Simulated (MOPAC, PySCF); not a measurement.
CH6OSi2, SMILES `OC(=[SiH2])[SiH3]` (H–O–C–Si torsion 161°), neutral singlet in the gas phase. 

Cartesian coordinates (Å):
SMILES: [SiH3]C(O)=[SiH2]
```xyz
10

O     -0.8519    -1.6757    -0.0048
C     -0.4330    -0.3541    -0.0101
Si    -1.5719     0.9492    -0.1038
Si     1.3924     0.0075     0.0928
H     -0.1249    -2.2594    -0.2508
H     -1.0621     2.3185     0.0413
H     -3.0331     0.7599    -0.0991
H      1.9622    -0.4524     1.3854
H      1.6239     1.4577    -0.0745
H      2.0982    -0.7513    -0.9763
```
Charge 0, spin multiplicity 1.

All levels are single points at this geometry (B3LYP-D3(BJ)/def2-TZVP); Pople sets use spherical d functions. Orbital energies aren't observables, and empty levels follow the basis.

```json
[
 {"level": "PBE-D3(BJ)/def2-TZVP in PySCF", "HOMO (eV)": "-5.02", "LUMO (eV)": "-2.11", "gap (eV)": "2.91", "dipole (D)": "0.58", "vertical IE, Delta-SCF (eV)": "7.85"},
 {"level": "TPSSh-D3(BJ)/def2-TZVP in PySCF", "HOMO (eV)": "-5.41", "LUMO (eV)": "-1.68", "gap (eV)": "3.72", "dipole (D)": "0.53", "vertical IE, Delta-SCF (eV)": "7.81"},
 {"level": "B3LYP/6-311+G** in PySCF", "HOMO (eV)": "-5.80", "LUMO (eV)": "-1.54", "gap (eV)": "4.25", "dipole (D)": "0.73", "vertical IE, Delta-SCF (eV)": "–"},
 {"level": "B3LYP/6-31G* in PySCF", "HOMO (eV)": "-5.53", "LUMO (eV)": "-1.16", "gap (eV)": "4.37", "dipole (D)": "0.80", "vertical IE, Delta-SCF (eV)": "7.75"},
 {"level": "B3LYP/LANL2DZ in PySCF", "HOMO (eV)": "-5.71", "LUMO (eV)": "-1.25", "gap (eV)": "4.45", "dipole (D)": "1.39", "vertical IE, Delta-SCF (eV)": "–"},
 {"level": "BP86/6-31G* in PySCF", "HOMO (eV)": "-4.88", "LUMO (eV)": "-1.88", "gap (eV)": "3.00", "dipole (D)": "0.92", "vertical IE, Delta-SCF (eV)": "–"},
 {"level": "PBE/6-31G* in PySCF", "HOMO (eV)": "-4.78", "LUMO (eV)": "-1.79", "gap (eV)": "2.99", "dipole (D)": "0.92", "vertical IE, Delta-SCF (eV)": "7.70"},
 {"level": "SVWN5/6-31G* in PySCF", "HOMO (eV)": "-4.89", "LUMO (eV)": "-1.92", "gap (eV)": "2.97", "dipole (D)": "0.96", "vertical IE, Delta-SCF (eV)": "7.88"},
 {"level": "HF/6-31G* in PySCF", "HOMO (eV)": "-7.79", "LUMO (eV)": "2.13", "gap (eV)": "9.91", "dipole (D)": "0.84", "vertical IE, Delta-SCF (eV)": "6.72"},
 {"level": "HF/STO-3G in PySCF", "HOMO (eV)": "-4.49", "LUMO (eV)": "7.35", "gap (eV)": "11.84", "dipole (D)": "1.00", "vertical IE, Delta-SCF (eV)": "–"},
 {"level": "AM1 in MOPAC", "HOMO (eV)": "-8.43", "LUMO (eV)": "-0.70", "gap (eV)": "7.74", "dipole (D)": "1.56", "vertical IE, Delta-SCF (eV)": "–"},
 {"level": "PM3 in MOPAC", "HOMO (eV)": "-7.69", "LUMO (eV)": "-0.52", "gap (eV)": "7.17", "dipole (D)": "1.39", "vertical IE, Delta-SCF (eV)": "–"},
 {"level": "PM6 in MOPAC", "HOMO (eV)": "-7.50", "LUMO (eV)": "-0.88", "gap (eV)": "6.62", "dipole (D)": "2.71", "vertical IE, Delta-SCF (eV)": "–"}
]
```
